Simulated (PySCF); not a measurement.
C2HBF4S.
Structure used (PBE0-D3(BJ)/def2-SVP), in Å, numbered top down from 1:
```xyz
9
C2HBF4S angstrom
F      0.389   -0.799    1.785
B      1.215   -1.221    0.853
S      0.898   -0.865   -0.890
C     -0.627    0.005   -0.774
F     -1.730   -0.712   -0.578
C     -0.727    1.329   -0.910
F     -1.860    1.978   -0.880
F      0.296    2.119   -1.087
H      2.202   -1.851    1.139
```

Level of theory: PBE0-D3(BJ)/def2-SVP geometry optimisation, gas phase (PySCF).

Masses are those of the commonest isotopes; rigid-rotor values at the optimised geometry. The values belong to one conformer with, in the numbering `[F:1][BH:2][S:3][C:4]([F:5])=[C:6]([F:7])[F:8]`, F1–B2–S3–C4 -2°, B2–S3–C4–F5 -77°.

What are A, B and C (GHz)?

Ia = 201.47, Ib = 441.69, Ic = 475.91 u·Å²; 505379 MHz·u·Å²/I gives 2508, 1144 and 1062 MHz, that is A = 2.5084, B = 1.1442, C = 1.0619 GHz.

What kind of rotor is it?

An asymmetric top: κ = (2 × 1144 − 2508 − 1062)/(2508 − 1062) = -0.89.

Is it planar, by Δ = Ic − Ia − Ib?

Not planar: Δ = Ic − Ia − Ib = -167.25 u·Å². For a rigid frame Δ = −2 Σ m c², so Σ m c² = 83.63 u·Å² lies off the ab plane: 0.16 from hydrogen and 83.47 from heavier atoms. The atom farthest from that plane is 1.35 Å away.

List the rotational levels J(Ka,Kc) to J = 3 (cm⁻¹).

Above 0(0,0):
J = 1: 1(0,1) 0.0736, 1(1,1) 0.1191, 1(1,0) 0.1218
J = 2: 2(0,2) 0.2206, 2(1,2) 0.2635, 2(1,1) 0.2718, 2(2,1) 0.4083, 2(2,0) 0.4084
J = 3: 3(0,3) 0.4409, 3(1,3) 0.4801, 3(1,2) 0.4966, 3(2,2) 0.6290, 3(2,1) 0.6296, 3(3,1) 0.8635, 3(3,0) 0.8635
The levels of one J sum to (2J + 1)J(J + 1)(A + B + C)/3.

Which types of transition are allowed, and where do some lines up to J = 2 fall?

The dipole components are |μa| = 0.53 D, |μb| = 0.79 D, |μc| = 0.00 D. Intensities carry the squares of the components, which stand as 0.45 : 1.00 : 0.00 (a : b : c). Some of the stronger lines:

```csv
type,branch,"J(Ka,Kc)",MHz,lower level (cm⁻¹)
b,Q,"1(1,0) ← 1(0,1)",1446,0.074
b,Q,"2(1,1) ← 2(0,2)",1532,0.221
a,R,"1(0,1) ← 0(0,0)",2206,0.000
b,R,"2(0,2) ← 1(1,1)",3044,0.119
b,R,"1(1,1) ← 0(0,0)",3570,0.000
b,Q,"2(2,0) ← 2(1,1)",4096,0.272
a,R,"2(1,2) ← 1(1,1)",4330,0.119
b,Q,"2(2,1) ← 2(1,2)",4339,0.264
a,R,"2(0,2) ← 1(0,1)",4409,0.074
a,R,"2(1,1) ← 1(1,0)",4495,0.122
b,R,"2(1,2) ← 1(0,1)",5694,0.074
b,R,"2(2,1) ← 1(1,0)",8587,0.122
b,R,"2(2,0) ← 1(1,1)",8673,0.119
```

Whether it is a minimum is left open (no frequencies). These are rigid-rotor constants of the computed structure; measured ground-state constants (B0) also hold zero-point vibration. Quadrupole hyperfine structure (11B) is left out.

On Arm Neoverse V1, one thread, no GPU, shared host with 32 logical CPUs at a one-minute load of 28, this took 59 s of wall time and 0.52 GiB of memory at its peak. That covers the optimisation of the geometry.
